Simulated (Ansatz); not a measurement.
Species: C₃H₂F₅, net charge 0, doublet state. It need not be the lowest isomer of its formula. SMILES: F[C](F)CC(F)(F)F
Geometry from a B3LYP-D3(BJ)/def2-TZVP (Ansatz, a program for electronic structure) optimisation:
```xyz
10

F      2.3657    -0.7087     0.8995
C      1.3442     0.0266     0.4557
F      1.7975     1.0753    -0.2283
C      0.2580    -0.7622    -0.2031
C     -1.0867    -0.0603    -0.1987
F     -2.0093    -0.8319    -0.8068
F     -1.5209     0.1799     1.0506
F     -1.0501     1.1143    -0.8494
H      0.1415    -1.7041     0.3303
H      0.5207    -0.9801    -1.2445
```
Charge 0, spin multiplicity 2.

Computed values are from Ansatz. Correlated levels leave the core frozen unless marked. UHF or UKS for open shells. Spin-orbit coupling is left out. Non-relativistic. CBS(X,Y): correlation extrapolated as X^-3; Hartree-Fock from the larger set. The bracket is a focal-point correction in the basis named.

```yaml
atomisation energy De: 965.8 kcal/mol at RI-MP2/CBS(cc-pVTZ,cc-pVQZ)+[CCSD(T)-MP2]/cc-pVTZ
total_energy: -614.2424 Eh at RI-MP2/CBS(cc-pVTZ,cc-pVQZ)+[CCSD(T)-MP2]/cc-pVTZ
dipole_moment: 1.76 D at CCSD(T)/aug-cc-pVDZ
T1 diagnostic: 0.013 at CCSD/cc-pVTZ
```
